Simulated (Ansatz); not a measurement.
Born–Oppenheimer molecular dynamics of BCl3FH (6 atoms, charge 0, multiplicity 1). It starts at the highest image of a converged band, a first-order saddle point between two minima.

Level of theory: RKS BLYP/def2-SVP (Ansatz 0.2.0).

```yaml
ensemble: NVE (velocity Verlet)
time_step: 0.5 fs
steps_asked: 200
starting_velocities_drawn_for: 300 K
seed: 9492
```

First frame:

```xyz
6
Properties=species:S:1:pos:R:3
B -0.079 -0.431 0.152
F -0.982 0.802 -0.328
Cl -0.197 -1.762 -1.021
Cl -0.315 -0.717 1.890
H 0.031 1.318 -0.472
Cl 1.542 0.790 -0.221
```

(1) What does the run give?

(2) What happens to the structure?

(3) How do temperature and energy run in time?

Answers

(1) All steps were run.

- steps done: 200
- time covered: 100 fs
- mean temperature over the second half: 954 K
- spread of the potential energy over the second half: 6.7 meV per atom
- mean potential energy of the second half above the start: -56.3 meV per atom

The conserved energy stayed within 0.031 meV per atom of its start (net change 0.022 meV per atom), so the integration is sound. The system heated up, since it started high on the potential surface and ran downhill. A run of 0.1 ps of so small a system gives no equilibrium averages. The orbitals stay closed-shell, which can raise the energy where a bond breaks towards radicals; this wasn't checked here.

(2) The step under study would form B1–Cl6, F2–H5 and break B1–F2, H5–Cl6. These pairs go: B1–Cl6 2.06 → 1.74 Å, F2–H5 1.15 → 0.92 Å, B1–F2 1.60 → 3.44 Å, H5–Cl6 1.62 → 3.52 Å. In the last frame they stand as after the step (other bonds may differ from the relaxed reactants and products). It ends as BCl3 + FH. Pairs count as bonded within 1.25 times the sum of covalent radii (0.12 Å more for H–H). The details hang on the random start.

(3) 
```json
{"time (fs)": "0.0", "T (K)": "300", "potential energy less start (eV)": "0.000", "conserved less start (meV/atom)": "0.00"}
{"time (fs)": "5.0", "T (K)": "237", "potential energy less start (eV)": "0.032", "conserved less start (meV/atom)": "0.01"}
{"time (fs)": "10.0", "T (K)": "214", "potential energy less start (eV)": "0.045", "conserved less start (meV/atom)": "0.03"}
{"time (fs)": "15.0", "T (K)": "370", "potential energy less start (eV)": "-0.036", "conserved less start (meV/atom)": "0.01"}
{"time (fs)": "20.0", "T (K)": "538", "potential energy less start (eV)": "-0.123", "conserved less start (meV/atom)": "0.00"}
{"time (fs)": "25.0", "T (K)": "602", "potential energy less start (eV)": "-0.156", "conserved less start (meV/atom)": "0.00"}
{"time (fs)": "30.0", "T (K)": "618", "potential energy less start (eV)": "-0.164", "conserved less start (meV/atom)": "0.01"}
{"time (fs)": "35.0", "T (K)": "693", "potential energy less start (eV)": "-0.203", "conserved less start (meV/atom)": "0.02"}
{"time (fs)": "40.0", "T (K)": "813", "potential energy less start (eV)": "-0.265", "conserved less start (meV/atom)": "0.02"}
{"time (fs)": "45.0", "T (K)": "821", "potential energy less start (eV)": "-0.269", "conserved less start (meV/atom)": "0.01"}
{"time (fs)": "50.0", "T (K)": "822", "potential energy less start (eV)": "-0.270", "conserved less start (meV/atom)": "0.00"}
{"time (fs)": "55.0", "T (K)": "912", "potential energy less start (eV)": "-0.316", "conserved less start (meV/atom)": "-0.01"}
{"time (fs)": "60.0", "T (K)": "1001", "potential energy less start (eV)": "-0.362", "conserved less start (meV/atom)": "-0.01"}
{"time (fs)": "65.0", "T (K)": "988", "potential energy less start (eV)": "-0.355", "conserved less start (meV/atom)": "0.02"}
{"time (fs)": "70.0", "T (K)": "995", "potential energy less start (eV)": "-0.359", "conserved less start (meV/atom)": "0.03"}
{"time (fs)": "75.0", "T (K)": "1087", "potential energy less start (eV)": "-0.407", "conserved less start (meV/atom)": "0.00"}
{"time (fs)": "80.0", "T (K)": "1046", "potential energy less start (eV)": "-0.386", "conserved less start (meV/atom)": "-0.01"}
{"time (fs)": "85.0", "T (K)": "934", "potential energy less start (eV)": "-0.328", "conserved less start (meV/atom)": "-0.01"}
{"time (fs)": "90.0", "T (K)": "886", "potential energy less start (eV)": "-0.303", "conserved less start (meV/atom)": "0.00"}
{"time (fs)": "95.0", "T (K)": "874", "potential energy less start (eV)": "-0.297", "conserved less start (meV/atom)": "0.02"}
{"time (fs)": "100.0", "T (K)": "821", "potential energy less start (eV)": "-0.269", "conserved less start (meV/atom)": "0.02"}
```

Run time: 3.6 min on 2 threads of Arm Neoverse V2, with other jobs on the host, peak memory 0.12 GiB.
